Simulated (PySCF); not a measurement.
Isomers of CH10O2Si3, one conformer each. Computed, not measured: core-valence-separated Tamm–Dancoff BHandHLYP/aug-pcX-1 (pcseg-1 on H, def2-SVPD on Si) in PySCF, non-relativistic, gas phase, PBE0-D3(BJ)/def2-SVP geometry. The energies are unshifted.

P. `O([SiH](O[SiH3])C)[SiH3]`
Q. `CO[Si@@H]([SiH3])O[SiH3]`

Main lines, eV (oscillator strength):
1. C K: 285.1 (0.005), 285.9 (0.033), 285.9 (0.033), 287.0 (0.019); O K: 532.4 (0.011), 533.7 (0.015), 533.7 (0.015), 533.9 (0.013), 534.0 (0.008)
2. C K: 286.7 (0.034), 287.6 (0.029), 287.7 (0.037), 288.3 (0.010), 289.2 (0.008); O K: 532.2 (0.005), 532.9 (0.004), 533.1 (0.010), 533.2 (0.016), 533.7 (0.024)
Listed: the first five lines at most of each edge with a tenth or more of its strongest line's intensity; roots within 0.03 eV on the same or equivalent atoms are summed. Only the lowest roots were sought, and the top ones are left out.

Which spectrum belongs to which isomer?

1 = P, 2 = Q.
- P: first C line listed at 285.1 eV, hole on the Si-methyl carbon; first O line listed at 532.4 eV, hole on the siloxane oxygen.
- Q: first C line listed at 286.7 eV, hole on the methoxy carbon; first O line listed at 532.2 eV, hole on the siloxane oxygen.

What are the ground-state energies of the isomers at BHandHLYP/aug-pcX-1 (pcseg-1 on H, def2-SVPD on Si), relative to the lowest?

P 0.0, Q 188.4 kJ/mol (electronic energies on these geometries, no dispersion or zero-point terms).
